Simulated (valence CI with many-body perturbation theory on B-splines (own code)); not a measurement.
# Missing levels of Te46+

Computed by valence CI with perturbative core correlation (CI+MBPT): four valence electrons over a frozen Dirac-Fock core [He], radial functions for each j: 11 s, 11 p, 9 d, 7 f, 5 g, 2 h, 1 i, with the one-electron correlation potential Σ1, the two-electron term Σ2, the three-electron term Σ3, Breit, model QED; selected CI, second order for the rest (own B-spline code, finite nucleus).

The last digits are not significant, and no measured levels were compared; by estimate large intervals hold to a few tenths of a per cent, small ones and those within an open d or f shell to about a per cent.

```tsv
Level	E (× 10³ cm⁻¹)
(2s^2 2p1/2^2) J=0	0.00
(2s^2 2p1/2 2p3/2) J=1	2256.0
(2s^2 2p1/2 2p3/2) J=2	?
(2s 2p1/2^2 2p3/2) J=2	3672.6
(2s 2p1/2^2 2p3/2) J=1	?
(2s^2 2p3/2^2) J=2	4729.5
(2s^2 2p3/2^2) J=0	5040.1
(2s 2p1/2 2p3/2^2) J=2 [a]	5814.3
(2s 2p1/2 2p3/2^2) J=3	6084.3
(2s 2p1/2 2p3/2^2) J=0	?
(2s 2p1/2 2p3/2^2) J=1 [a]	6480.1
(2s 2p1/2 2p3/2^2) J=2 [b]	6562.3
(2s 2p1/2 2p3/2^2) J=1 [b]	6591.9
(2p1/2^2 2p3/2^2) J=2	8094.8
(2p1/2^2 2p3/2^2) J=0	?
(2s 2p3/2^3) J=2	?
(2s 2p3/2^3) J=1	9072.3
(2p1/2 2p3/2^3) J=1	10423
(2p1/2 2p3/2^3) J=2	?
(2p3/2^4) J=0	13052
```

Levels are named by their leading jj configuration (3d3/2^4 stands for four electrons in 3d with j = 3/2), which in mixed levels can hold well under half, so a name can repeat and another be missing. Letters in brackets count levels of one name in rising energy.

The levels stand in rising order. What does the calculation give for the missing energies?

(2s^2 2p1/2 2p3/2) J=2 2378.5; (2s 2p1/2^2 2p3/2) J=1 4144.7; (2s 2p1/2 2p3/2^2) J=0 6367.6; (2p1/2^2 2p3/2^2) J=0 8433.8; (2s 2p3/2^3) J=2 8633.2; (2p1/2 2p3/2^3) J=2 10552.
